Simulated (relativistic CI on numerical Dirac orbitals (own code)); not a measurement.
# Ni³⁺: resonant inelastic scattering at the L2,3 edge

Computed with this model: Dirac-Coulomb-Breit CI, KLI orbitals optimised for each configuration, a model potential for QED, valence Slater integrals scaled by 0.7, Kramers-Heisenberg scattering through one core-hole configuration in a parametric crystal field; configurations [Ar] 3d7 → [He] 2s2 2p5 3s2 3p6 3d8; 300 K; core-hole width 0.4 eV; summed over polarisations. Incident energies are the highest absorption maxima for each field (at most a few, so the weaker spin-orbit partner edge can be absent), on the computed scale of the free ion. Intensities are in per cent of the strongest line above 0.02 eV; levels within 1 cm⁻¹ are merged; final levels count from the ground level, the first row holds all elastic scattering, lines under 0.4 are left out and each table stops after 24 rows. The scale of the Slater integrals is a model choice and moves the terms in proportion.

Field parameters in Wybourne normalisation: D3d B²₀ = −7Dσ, B⁴₀ = −14Dq − 21Dτ, B⁴₃ = −14√(10/7) Dq. The field is a parameter set, without covalency.

S is read from ⟨S²⟩ = S(S + 1).

D3d, 10Dq = 10300, Dσ = -1200, Dτ = 130 cm⁻¹:

```csv
Final level (eV),Degeneracy,Irrep,S,856.6 eV,857.2 eV,858.4 eV
0.000,2,Γ4,1.50,273.5,380.8,251.1
0.034,2,Γ5+Γ6,1.49,68.0,94.3,54.9
0.080,2,Γ4,1.50,38.2,77.3,67.1
0.145,2,Γ4,1.49,18.3,49.8,92.8
0.165,2,Γ5+Γ6,1.49,19.9,100.0,70.7
0.206,2,Γ4,1.49,13.3,22.9,35.5
0.985,2,Γ4,0.53,4.3,19.7,23.6
1.009,2,Γ5+Γ6,0.53,4.8,17.6,15.7
1.199,2,Γ5+Γ6,1.49,35.1,45.1,65.3
1.206,2,Γ4,1.50,22.1,26.1,90.8
1.332,2,Γ4,1.50,33.0,35.4,55.5
1.347,2,Γ5+Γ6,1.49,42.8,48.0,54.9
1.358,2,Γ4,1.48,21.5,35.4,49.6
1.388,2,Γ4,1.49,4.3,10.7,17.2
2.018,2,Γ4,0.51,1.7,8.8,27.5
2.108,2,Γ5+Γ6,0.52,1.6,11.7,19.6
2.148,2,Γ4,0.53,1.7,5.0,10.9
2.179,2,Γ4,0.53,0.9,4.8,13.3
2.212,2,Γ5+Γ6,0.52,1.3,6.2,21.6
2.254,2,Γ4,0.51,1.5,7.0,15.3
2.339,2,Γ5+Γ6,1.45,7.4,21.6,32.5
2.356,2,Γ4,1.47,4.1,9.0,53.9
2.715,2,Γ5+Γ6,0.65,1.6,7.8,15.6
2.724,2,Γ4,0.59,5.0,10.1,14.4
```

D3d, 10Dq = 10300, Dσ = -860, Dτ = 130 cm⁻¹:

| Final level (eV) | Degeneracy | Irrep | S | 856.5 eV | 857.2 eV | 858.4 eV |
| --- | --- | --- | --- | --- | --- | --- |
| 0.000 | 2 | Γ4 | 1.50 | 270.0 | 295.3 | 258.2 |
| 0.057 | 2 | Γ4 | 1.50 | 32.8 | 76.7 | 61.7 |
| 0.060 | 2 | Γ5+Γ6 | 1.50 | 43.2 | 78.7 | 65.9 |
| 0.148 | 2 | Γ4 | 1.49 | 10.9 | 57.3 | 71.9 |
| 0.148 | 2 | Γ5+Γ6 | 1.49 | 10.9 | 82.1 | 59.9 |
| 0.179 | 2 | Γ4 | 1.50 | 7.0 | 11.2 | 23.7 |
| 0.997 | 2 | Γ4 | 0.53 | 2.9 | 16.0 | 18.4 |
| 1.016 | 2 | Γ5+Γ6 | 0.53 | 2.7 | 14.4 | 13.7 |
| 1.224 | 2 | Γ5+Γ6 | 1.49 | 30.8 | 35.4 | 64.2 |
| 1.229 | 2 | Γ4 | 1.50 | 17.7 | 19.5 | 73.9 |
| 1.307 | 2 | Γ4 | 1.50 | 23.6 | 32.1 | 65.2 |
| 1.320 | 2 | Γ5+Γ6 | 1.49 | 27.8 | 35.4 | 47.8 |
| 1.331 | 2 | Γ4 | 1.48 | 19.4 | 30.3 | 43.8 |
| 1.361 | 2 | Γ4 | 1.49 | 4.9 | 8.8 | 17.1 |
| 2.054 | 2 | Γ4 | 0.52 | 1.1 | 8.2 | 27.4 |
| 2.100 | 2 | Γ5+Γ6 | 0.52 | 1.4 | 11.3 | 20.0 |
| 2.159 | 2 | Γ4 | 0.53 | 1.2 | 3.2 | 9.7 |
| 2.181 | 2 | Γ4 | 0.52 | 1.0 | 3.4 | 9.9 |
| 2.198 | 2 | Γ5+Γ6 | 0.52 | 0.5 | 2.7 | 14.2 |
| 2.230 | 2 | Γ4 | 0.51 | 0.5 | 3.7 | 14.0 |
| 2.430 | 2 | Γ5+Γ6 | 1.44 | 9.8 | 23.4 | 29.3 |
| 2.447 | 2 | Γ4 | 1.47 | 4.3 | 6.5 | 39.9 |
| 2.719 | 2 | Γ5+Γ6 | 0.71 | 2.3 | 6.8 | 17.2 |
| 2.725 | 2 | Γ4 | 0.64 | 4.4 | 6.7 | 18.0 |

For the first field the strongest loss at the lowest incident energy is the level at 0.03 eV (S = 1.49, against 1.50 in the thermal ground state). Levels of other spin, the first over 8 % at 0.99 eV, appear because spin-orbit coupling of the core hole, and in heavier ions of the valence shell too, mixes spins.
